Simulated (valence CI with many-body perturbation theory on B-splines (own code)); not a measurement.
# Forbidden lines of Re69+

Computed by configuration interaction combined with many-body perturbation theory (CI+MBPT): four valence electrons over a frozen Dirac-Fock core [He], radial functions for each j: 11 s, 11 p, 10 d, 8 f, 5 g, 2 h, with the one-electron correlation potential Σ1, the two-electron term Σ2, the three-electron term Σ3, Breit, model QED; selected CI, second order for the rest, scaled by the run's own slope (own B-spline code, finite nucleus).

No measured spectrum was set against this ion. As an estimate, large intervals hold to a few tenths of a per cent, small ones and those within an open d or f shell to about a per cent. Among the levels kept, up to 1300 cm⁻¹ of a level comes from second order outside the variational space, and about a tenth of that is noise between levels of different J, which matters for small intervals.

Lines 1 to 50 of 86 in falling wavelength, among levels below 121190 × 10³ cm⁻¹, chosen from the decays that carry over 1 % of a level's rate. Wavelengths and rates use the calculated energies. Electric multipoles are in the length gauge, E1 and E2 with the static RPA response of the core. Weak lines are less certain than strong ones. Lines between different terms over intervals too small for the method are left out, as are lines whose strength nearly cancels. The highest levels of a list are the least certain.

Levels are named by their leading jj configuration (3d3/2^4 stands for four electrons in 3d with j = 3/2), which in mixed levels can hold well under half, so a name can repeat and another be missing. Letters in brackets count levels of one name in rising energy.

```tsv
λ vac (Å)	Upper	Lower	Type	A (s⁻¹)	Branch %
8.253	(2s^2 2p1/2 2p3/2) J=1	(2s^2 2p1/2^2) J=0	M1	2.07e+10	100.0
8.154	(2s^2 2p1/2 2p3/2) J=2	(2s^2 2p1/2^2) J=0	E2	1.16e+08	100.0
8.117	(2s^2 2p3/2^2) J=2	(2s^2 2p1/2 2p3/2) J=2	M1	1.62e+10	18.5
8.108	(2s^2 2p3/2 3d5/2) J=4	(2s^2 2p1/2 3d5/2) J=3	M1	1.56e+10	3.8
8.022	(2s^2 2p3/2^2) J=2	(2s^2 2p1/2 2p3/2) J=1	M1	1.61e+10	18.4
7.702	(2s^2 2p3/2^2) J=0	(2s^2 2p1/2 2p3/2) J=1	M1	3.56e+10	36.5
1.344	(2s 2p1/2^2 3p1/2) J=0	(2s 2p1/2^2 2p3/2) J=1	M1	6.43e+10	1.0
1.334	(2s^2 2p3/2 3p1/2) J=2	(2s^2 2p3/2^2) J=0	E2	6.04e+11	8.1
1.331	(2s^2 2p1/2 3p1/2) J=1	(2s^2 2p1/2 2p3/2) J=2	E2	1.60e+12	42.1
1.331	(2s^2 2p1/2 3p1/2) J=1	(2s^2 2p1/2 2p3/2) J=2	M1	5.47e+10	1.4
1.331	(2s 2p1/2^2 3p1/2) J=0	(2s 2p1/2^2 2p3/2) J=2	E2	3.16e+12	50.3
1.329	(2s^2 2p1/2 3p1/2) J=1	(2s^2 2p1/2 2p3/2) J=1	E2	1.60e+12	42.0
1.325	(2s^2 2p3/2 3p1/2) J=1	(2s^2 2p3/2^2) J=2	E2	1.62e+12	18.6
1.325	(2s^2 2p3/2 3p1/2) J=2	(2s^2 2p3/2^2) J=2	E2	2.22e+12	29.9
1.324	(2s^2 2p1/2 3p1/2) J=0	(2s^2 2p1/2 2p3/2) J=2	E2	3.14e+12	44.2
1.319	(2s 2p3/2^2 3p1/2) J=0	(2s 2p3/2^3) J=2	E2	1.69e+12	12.7
1.291	(2s^2 2p3/2 3d5/2) J=4	(2s 2p1/2 2p3/2^2) J=2 [b]	E2	7.40e+09	1.8
1.284	(2s 2p1/2 2p3/2 3p3/2) J=4	(2s 2p1/2 2p3/2^2) J=2 [b]	E2	1.13e+11	2.6
1.278	(2s^2 2p3/2 3d5/2) J=4	(2s 2p1/2 2p3/2^2) J=3	E2	5.26e+10	12.8
1.277	(2s 2p3/2^2 3p3/2) J=4	(2s 2p3/2^3) J=2	E2	5.78e+11	8.0
1.271	(2s 2p1/2 2p3/2 3p3/2) J=4	(2s 2p1/2 2p3/2^2) J=3	E2	9.53e+11	21.7
1.271	(2s 2p1/2 2p3/2 3p3/2) J=0 [b]	(2s 2p1/2 2p3/2^2) J=2 [b]	E2	1.75e+12	7.1
1.271	(2s 2p1/2 2p3/2 3p3/2) J=3 [a]	(2s 2p1/2 2p3/2^2) J=2 [a]	E2	9.76e+11	1.2
1.271	(2s^2 2p3/2 3p3/2) J=2	(2s^2 2p3/2^2) J=0	E2	6.44e+11	5.0
1.270	(2s 2p1/2 2p3/2 3p3/2) J=1 [d]	(2s 2p1/2 2p3/2^2) J=2 [b]	E2	9.99e+11	2.1
1.269	(2s 2p1/2 2p3/2 3p3/2) J=1 [d]	(2s 2p1/2 2p3/2^2) J=1 [a]	E2	8.78e+11	1.8
1.268	(2s 2p1/2^2 3p3/2) J=2	(2s 2p1/2^2 2p3/2) J=2	E2	1.08e+12	2.6
1.268	(2s^2 2p1/2 3p3/2) J=2	(2s^2 2p1/2 2p3/2) J=2	E2	1.10e+12	18.7
1.268	(2s^2 2p1/2 3p3/2) J=1	(2s^2 2p1/2 2p3/2) J=2	E2	7.95e+11	16.2
1.267	(2s^2 2p3/2 3p3/2) J=3	(2s^2 2p3/2^2) J=2	E2	1.25e+12	11.0
1.267	(2s^2 2p3/2 3p3/2) J=1	(2s^2 2p3/2^2) J=2	E2	1.26e+12	8.6
1.266	(2s 2p1/2 2p3/2 3p3/2) J=4	(2s 2p1/2 2p3/2^2) J=2 [a]	E2	6.17e+10	1.4
1.265	(2s^2 2p1/2 3p3/2) J=2	(2s^2 2p1/2 2p3/2) J=1	E2	4.81e+11	8.2
1.265	(2s^2 2p1/2 3p3/2) J=1	(2s^2 2p1/2 2p3/2) J=1	E2	7.93e+11	16.2
1.262	(2s 2p3/2^2 3p3/2) J=0	(2s 2p3/2^3) J=2	E2	6.52e+11	2.4
1.259	(2s^2 2p3/2 3p3/2) J=0	(2s^2 2p3/2^2) J=2	E2	3.23e+12	20.8
1.257	(2s 2p1/2 2p3/2 3p3/2) J=1 [d]	(2s 2p1/2 2p3/2^2) J=3	E2	5.71e+11	1.2
1.253	(2s 2p1/2 2p3/2 3p3/2) J=0 [b]	(2s 2p1/2 2p3/2^2) J=2 [a]	E2	4.33e+11	1.8
1.251	(2s 2p3/2^2 3d5/2) J=4 [a]	(2s 2p3/2^3) J=2	M2	1.41e+11	1.5
1.247	(2s 2p1/2 2p3/2 3d5/2) J=5	(2s 2p1/2 2p3/2^2) J=3	M2	8.86e+10	51.7
1.247	(2s 2p1/2 2p3/2 3d5/2) J=5	(2s 2p1/2 2p3/2^2) J=3	E3	4.94e+09	2.9
1.242	(2s^2 2p3/2 3d5/2) J=4	(2s^2 2p3/2^2) J=2	M2	8.30e+10	20.1
1.242	(2s^2 2p3/2 3d5/2) J=4	(2s^2 2p3/2^2) J=2	E3	6.17e+09	1.5
1.100	(2s 2p1/2 2p3/2 3p3/2) J=4	(2s 2p1/2^2 2p3/2) J=2	E2	1.73e+12	39.4
1.100	(2s 2p3/2^2 3p3/2) J=4	(2s 2p1/2 2p3/2^2) J=3	E2	7.26e+11	10.1
1.098	(2s 2p1/2 2p3/2 3p3/2) J=1 [d]	(2s 2p1/2^2 2p3/2) J=1	E2	9.42e+11	2.0
1.098	(2s 2p3/2^2 3p3/2) J=0	(2s 2p1/2 2p3/2^2) J=2 [b]	E2	1.96e+12	7.3
1.097	(2s^2 2p1/2 3p3/2) J=2	(2s^2 2p1/2^2) J=0	E2	1.57e+12	26.7
1.097	(2s 2p3/2^2 3p3/2) J=2 [c]	(2s 2p1/2 2p3/2^2) J=1 [b]	E2	5.52e+11	1.1
1.096	(2s 2p3/2^2 3p3/2) J=2 [c]	(2s 2p1/2 2p3/2^2) J=2 [b]	E2	7.89e+11	1.6
```
